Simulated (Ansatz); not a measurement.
Reaction (hydrogenolysis of the Si–O bond): `B[Si](O)(F)F` + H₂ → `B[SiH](F)F` + H₂O

Gas-phase electronic energies from Ansatz, PBE0-D4/def2-TZVP geometries. CCSD(T)/CBS is the MP2 limit (def2-TZVPP, def2-QZVPP) plus CCSD(T) − MP2 in def2-TZVPP, frozen cores. This one scheme is used for every species. DFT in def2-TZVPP. One conformer a species, not always the lowest.

**Question.** Is it downhill or uphill in electronic energy at CCSD(T)/CBS, and by how much? (Best estimate.)

**Answer.** The calculation gave: Uphill: ΔE = +105.9 kJ/mol.

**Question.** What do these levels give: revPBE-D4, BLYP-D4, PBE0-D4, r2SCANh-D4, CAM-B3LYP-D4, r2SCAN, PBE0, r2SCAN0, CCSD/def2-SVP, SCS-MP2/def2-TZVPP, HF/def2-QZVPP, MP2/def2-QZVPP? (Estimate.)

**Answer.** Computed: revPBE-D4 105.1, BLYP-D4 109.5, PBE0-D4 102.7, r2SCANh-D4 113.1, CAM-B3LYP-D4 110.5, r2SCAN 113.2, PBE0 99.6, r2SCAN0 110.8, CCSD/def2-SVP 94.7, SCS-MP2/def2-TZVPP 108.0, HF/def2-QZVPP 101.6, MP2/def2-QZVPP 111.5 kJ/mol.

Largest T1 diagnostic among the species: 0.012.

From BLYP to BHLYP (50 % exact exchange), in def2-TZVPP and without D4, ΔE moves by +3.8 kJ/mol. The D4 term adds +5.8 kJ/mol with B3LYP and +3.0 kJ/mol with PBE0; it sums over pairs of atoms, weighted by their polarisabilities, and B3LYP, whose exchange is more repulsive, gets the larger term. At CCSD(T), def2-SVP lies −9.4 kJ/mol from the extrapolated value and def2-TZVPP +0.7 kJ/mol.

B3LYP here is the variant with VWN-RPA as its local correlation; programs differ in this.
